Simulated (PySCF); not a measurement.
**S (sulfur, neutral) across methods**

[Ne] 3s2 3p4, high-spin 3P determinant. Computed with PySCF 2.14 in aug-cc-pV(T+d)Z, with the non-relativistic Hamiltonian (point nucleus). The B2PLYP total includes its PT2 part (frozen core); its orbital energies are those of the SCF part.

```tsv
method	E (hartree)	mean ε 3s β (eV)	mean ε 3p α (eV)	mean ε 3p β (eV)	Σ⟨r²⟩ (bohr²)	⟨S²⟩
B2PLYP	-397.9989	-18.919	-10.308	-8.504	29.22	2.007
UHF	-397.50998	-21.073	-12.607	-10.331	29.21	2.013
wB97X-V	-398.0552	-20.305	-11.459	-9.886	29.16	2.004
r2SCAN	-398.0903	-15.921	-8.148	-6.422	29.06	2.008
BLYP	-398.1227	-15.829	-7.469	-6.070	29.48	2.004
LDA	-396.7335	-16.068	-7.757	-6.177	29.42	2.003
M06-L	-398.1115	-16.013	-7.977	-6.172	28.67	2.007
PBE0	-397.9808	-17.447	-9.113	-7.425	29.08	2.005
PBE	-397.9449	-15.836	-7.712	-6.163	29.30	2.004
```
